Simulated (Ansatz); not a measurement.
Reaction (silylene formation by 1,1-elimination): `N[SiH2]I` → HI + `N[SiH]`

Computed with Ansatz on PBE0-D4/def2-TZVP structures; ΔE is electronic, products minus reactants. CBS: MP2 limit from def2 TZ/QZ plus the TZ coupled-cluster correction, frozen cores. This one scheme is used for every species. Functionals use def2-TZVPP. HSE06 is defined as in plane-wave codes. def2 core potentials past Kr. For I outer-core shells are correlated without core-valence functions, which leaves a few kJ/mol of doubt a bond. One conformer a species, not always the lowest.

CCSD(T)/CBS gives +255.5 kJ/mol.

(1) Another level gave +212.5 kJ/mol. Which?
A. r2SCAN-D4/def2-TZVPP
B. BLYP/def2-TZVPP
C. revPBE-D4/def2-TZVPP
D. HSE06-D4/def2-TZVPP

Largest T1 diagnostic among the species: 0.015.

## Answers

(1) B. BLYP 212.5, r2SCAN-D4 267.0, revPBE-D4 242.2, HSE06-D4 262.7 kJ/mol.

Leaving LDA and LC-ωPBE aside and taking each functional with its dispersion term where it has one, the values, not all of them listed here, spread over 46.8 kJ/mol, from BLYP-D4 to r2SCAN0-D4. LDA lies +24.4 kJ/mol from PBE without D4. From BLYP to BHLYP (50 % exact exchange), in def2-TZVPP and without D4, ΔE moves by +37.4 kJ/mol.
